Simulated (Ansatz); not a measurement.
Ansatz (a first-principles code) input (CCSD(T)/aug-cc-pVDZ):

Ansatz 0.2 input:
```yaml
crystal:
  periodic: [false, false, false]
  atoms:
    - {symbol: B, position_ang: [0.12442684, 0.01987633, -0.01343420]}
    - {symbol: C, position_ang: [1.52345004, -0.15725571, -0.39101501]}
    - {symbol: C, position_ang: [-0.94796326, -1.19059009, 0.02771212]}
    - {symbol: N, position_ang: [-0.46763703, 1.33052993, 0.41497089]}
    - {symbol: H, position_ang: [1.95498812, -1.13133466, -0.62248824]}
    - {symbol: H, position_ang: [2.25323433, 0.65605660, -0.43099906]}
    - {symbol: H, position_ang: [-1.80268125, -1.01098647, -0.64432371]}
    - {symbol: H, position_ang: [-0.49991074, -2.14372736, -0.27072300]}
    - {symbol: H, position_ang: [-1.37852750, -1.32565492, 1.03085103]}
    - {symbol: H, position_ang: [0.09186783, 2.13657109, 0.16681144]}
    - {symbol: H, position_ang: [-1.42056637, 1.49305942, 0.11306365]}
basis:
  gaussian:
    orbitals: aug-cc-pVDZ
total_charge: -1
magnetization: {spin_polarized: false}
correlation: {method: ccsd_t, electrons: outside_noble_gas}
output: {forces: true}
```

End of the output:

```
integrals: 0.47 GiB planned
1521 factors; integrals over basis functions are off by at most 8.0e-4 eV
mean field: 0.66 GiB planned
mean field evaluation 1: about -4321.7984 eV, gradient 3.7e1 eV
mean field evaluation 2: about -4321.7986 eV, gradient 3.7e1 eV
mean field evaluation 4: about -4325.6538 eV, gradient 3.8e0 eV
mean field evaluation 8: about -4325.7202 eV, gradient 1.2e-3 eV
mean field evaluation 16: about -4325.7195 eV, gradient 2.8e-1 eV
mean field evaluation 32: about -4319.2046 eV, gradient 6.2e-3 eV
mean field -4325.72016501 eV, -158.9672839856 hartree, gradient 1.6e-6 eV, S^2 0.000000; 0 other end points of the search recorded, 0 dependent functions left out
4 core orbitals not correlated
reference -4325.72016501 eV, -158.9672839856 hartree; 12, 12 occupied and 139, 139 virtual orbitals, 1521 factors
densities: 2.81 GiB planned
second order -16.17131956 eV of doubles, -0.00000000 eV of singles
coupled cluster: 1.42 GiB planned
cycle   1  -16.86700871 eV  change   -7.0e-1 eV  update   9.2e-2
cycle   2  -17.26780267 eV  change   -4.0e-1 eV  update   2.7e-2
cycle   3  -17.36651058 eV  change   -9.9e-2 eV  update   1.4e-2
cycle   4  -17.36630415 eV  change    2.1e-4 eV  update   4.6e-3
cycle   5  -17.36402746 eV  change    2.3e-3 eV  update   2.3e-3
cycle   6  -17.36412710 eV  change   -1.0e-4 eV  update   1.1e-3
cycle   7  -17.36407376 eV  change    5.3e-5 eV  update   5.8e-4
cycle   8  -17.36393901 eV  change    1.3e-4 eV  update   2.7e-4
cycle   9  -17.36399183 eV  change   -5.3e-5 eV  update   1.3e-4
cycle  10  -17.36403647 eV  change   -4.5e-5 eV  update   5.2e-5
cycle  11  -17.36400503 eV  change    3.1e-5 eV  update   2.4e-5
cycle  12  -17.36401102 eV  change   -6.0e-6 eV  update   1.1e-5
cycle  13  -17.36401699 eV  change   -6.0e-6 eV  update   5.8e-6
cycle  14  -17.36401852 eV  change   -1.5e-6 eV  update   3.4e-6
cycle  15  -17.36402069 eV  change   -2.2e-6 eV  update   2.0e-6
perturbative correction -0.63852382 eV, -0.0234653176 hartree
the calculation of the forces begins
Total energy: -4343.72270952 eV, -159.6288652939 hartree
Atom 0 at     0.124427     0.019876    -0.013434 Å, force    -0.650226    -0.072105     0.113870 eV/Å
Atom 1 at     1.523450    -0.157256    -0.391015 Å, force     0.493312    -0.027607    -0.121405 eV/Å
Atom 2 at    -0.947963    -1.190590     0.027712 Å, force     0.087430     0.152429     0.000601 eV/Å
Atom 3 at    -0.467637     1.330530     0.414971 Å, force    -0.004939     0.027238     0.345854 eV/Å
Atom 4 at     1.954988    -1.131335    -0.622488 Å, force     0.196860    -0.474612    -0.119611 eV/Å
Atom 5 at     2.253234     0.656057    -0.430999 Å, force     0.348697     0.390134    -0.019020 eV/Å
Atom 6 at    -1.802681    -1.010986    -0.644324 Å, force    -0.339611     0.077924    -0.282770 eV/Å
Atom 7 at    -0.499911    -2.143727    -0.270723 Å, force     0.201598    -0.437593    -0.136752 eV/Å
Atom 8 at    -1.378527    -1.325655     1.030851 Å, force    -0.168912    -0.052334     0.429971 eV/Å
Atom 9 at     0.091868     2.136571     0.166811 Å, force     0.206395     0.347753    -0.098472 eV/Å
Atom 10 at    -1.420566     1.493059     0.113064 Å, force    -0.370604     0.068773    -0.112267 eV/Å
Dipole moment:    -0.683494     0.188930    -0.008060 e Å
```

It need not be the lowest isomer of its formula. Whether it binds its extra electron was not tested at this geometry.
